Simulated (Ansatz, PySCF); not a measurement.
Torsion N1–Si2–Ge3–H8 in GeH7NSi (SMILES N[SiH2][GeH3]); at each angle all else is relaxed with GFN2-xTB, and the levels are single points there.
Geometry at 60° (charge 0, multiplicity 1):
```xyz
10

N      1.65582     0.67222     0.32546
Si     0.62184    -0.68570     0.11179
Ge    -1.54220     0.08161     0.50870
H      2.65093     0.55685     0.22440
H      1.37555     1.56732    -0.04258
H      0.68955    -1.32161    -1.21628
H      1.06677    -1.66689     1.10155
H     -2.02569     1.18430    -0.39397
H     -1.83147     0.63302     1.87339
H     -2.60969    -0.95990     0.34056
```
Energies count from the point at 60°.

Correlated levels freeze the cores. Filled d and f shells under p-block atoms count as core. Rows in 6-31G* carry no dispersion term and start afresh at each structure (6-31G* with six Cartesian d functions); the Pople sets are all-electron and without relativity.

The values were computed with Ansatz (an electronic-structure program); PySCF for 6-31G* rows, the dispersion terms. 

Energies in kcal/mol.

```tsv
dihedral (°)	BLYP/def2-TZVPP	r2SCAN-D3(BJ)/def2-TZVPP	B3LYP/6-31G*	M06-2X/6-31G*	wB97M-V/def2-TZVPP	SCS-MP2/def2-TZVPP
0	0.56	0.60	0.66	0.63	0.57	0.63
20	0.34	0.36	0.40	0.37	0.33	0.37
40	0.05	0.06	0.07	0.04	0.04	0.05
60	0.00	0.00	0.00	0.00	0.00	0.00
80	0.23	0.24	0.26	0.27	0.24	0.26
100	0.51	0.54	0.59	0.59	0.53	0.58
120	0.56	0.60	0.66	0.63	0.57	0.63
```
